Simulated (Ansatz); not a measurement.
A basis-limit estimate, worked out

An elementary step of BH$_{3}$Cl$_{2}$F$_{2}$, closed shell (BHCl₂ ([Cl][BH][Cl]) + HF + HF → BCl₂F ([F][B]([Cl])[Cl]) + HF + H₂; B–H, H–F, H–F broken or loosened, B–F, H–H, H–F formed or tightened). “Start” and “end” are the PBE0-D4/def2-TZVP structures reached by relaxing down either side of its saddle point, with the molecules still in contact.

Computed with Ansatz 0.2.0 (basis: def2-TZVPP and def2-QZVPP); correlated methods freeze the cores.

Energies in eV:

| quantity | end | start |
| --- | --- | --- |
| Hartree–Fock, triple zeta (X = 3) | -31144.74602 | -31143.74611 |
| Hartree–Fock, quadruple zeta (X = 4) | -31145.72100 | -31144.70820 |
| MP2 correlation, X = 3 | -27.85250 | -27.99526 |
| MP2 correlation, X = 4 | -30.49216 | -30.65618 |
| CCSD(T) correlation, X = 3 | -29.95237 | -30.10186 |

**Question.** Work out the step energy at the basis limit: extrapolate Hartree–Fock as E(X) = E∞ + A exp(−7.88 √X) and the MP2 correlation as E(X) = E∞ + B X^−2.97 (the exponents that Neese and Valeev fitted for def2-TZVPP and QZVPP), then add CCSD(T) − MP2 in triple zeta.

**Answer.** Each step is linear, so take the differences first (end − start): Hartree–Fock -0.99991 (X = 3) and -1.01280 (X = 4); MP2 correlation 0.14276 and 0.16402; CCSD(T) correlation 0.14949.
Two points give E∞ = E(4) + w [E(4) − E(3)], with w = 1/(exp(7.88 (2 − √3)) − 1) = 0.1377 for Hartree–Fock and w = 1/((4/3)^2.97 − 1) = 0.7407 for the correlation.
Hartree–Fock: -1.01280 + 0.1377 × (-0.01289) = -1.0146 eV.
MP2 correlation: 0.16402 + 0.7407 × 0.02126 = 0.1798 eV.
CCSD(T) − MP2: 0.14949 − 0.14276 = 0.0067 eV.
Sum: -1.0146 + 0.1798 + 0.0067 = -0.8281 eV, or -19.10 kcal/mol. Plain CCSD(T) in triple zeta gives -0.8504 eV, so the larger basis shifts the result by 0.0223 eV.

The T1 diagnostic stays at or below 0.011.

Labels in which every atom is bracketed show which atoms are joined, not bond orders.

For scale, one of the runs: CCSD(T)/def2-TZVPP, 219 basis functions, launched by `ansatz run in.yaml --threads 4 --pin off --events-out ev --progress --plain --max-ram 9574MiB`. Hardware: 4 CPU threads of an Arm Neoverse V1, shared host. Wall time 110 s; peak host memory 3.4 GiB.
